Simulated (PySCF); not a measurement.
Which level of theory gave which numbers?

C3H3F3O2.
SMILES: `FC1O[C@@H](F)[C@H](F)O1`

The closed-shell ground state was solved 7 times with PySCF (density fitting, gas phase), always in the def2-SVPD basis (199 functions), with these functionals: B3LYP, BHandHLYP, HF, LC-wPBE, LDA, PBE0 and wB97X-D. Geometry: PBE0-D3(BJ)/def2-SVP, one conformer, isolated molecule.

```tsv
row	total energy (Eh)	HOMO (eV)	LUMO (eV)	dipole (D)
P	-561.7463	-8.56	-0.06	1.33
Q	-565.7055	-9.87	0.35	1.40
R	-565.4509	-11.83	1.06	1.50
S	-562.9843	-14.47	2.44	1.60
T	-565.5397	-12.07	2.26	1.42
U	-565.4032	-12.96	2.24	1.43
V	-565.1424	-10.12	0.67	1.39
```

Which functional belongs to which row?

P = LDA, Q = B3LYP, R = BHandHLYP, S = HF, T = wB97X-D, U = LC-wPBE, V = PBE0. By rising HOMO–LUMO gap: LDA (LDA) 8.50 eV; B3LYP (global hybrid, 20 % exact exchange) 10.22 eV; PBE0 (global hybrid, 25 % exact exchange) 10.79 eV; BHandHLYP (global hybrid, 50 % exact exchange) 12.89 eV; wB97X-D (range-separated hybrid) 14.33 eV; LC-wPBE (range-separated hybrid) 15.20 eV; HF (all exact exchange) 16.91 eV. Total energies of different functionals aren't bounds to one another; each is stationary for its own functional.

The pairwise dispersion term of wB97X-D wasn't added to the energies; at a given geometry it leaves orbitals and properties as they are.
